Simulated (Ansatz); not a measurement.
Frontier orbitals of C$_{2}$H$_{5}$GeN (`[NH2][GeH]1[CH]=[CH]1`).

The species carries charge 0 and has multiplicity 1. Correlated methods include outer-core shells of Ge, which these sets cover unevenly. Scalar relativity is left out up to krypton. The geometry is a stationary point of PBE0-D4/def2-TZVP. It is one conformer, not always the lowest. Basis def2-TZVPP, Ansatz.

Orbital energies of one run (eV). Highest occupied ones, from the top: -5.70, -5.92, -6.90, -7.90, -9.48, -11.16, -11.64, -13.03, -13.26, -19.40, -20.84, -29.47, -29.50, -29.52. Empty: -0.95, -0.38, -0.11, 0.69, 1.78, 2.15.

**Question.** Which functional gave them?
A. r2SCAN0
B. HSE06 (plane-wave form)
C. revPBE
D. r2SCANh

**Answer.** C. HOMO energies: revPBE -5.70, r2SCANh -6.38, HSE06 -6.46, r2SCAN0 -6.99 eV.
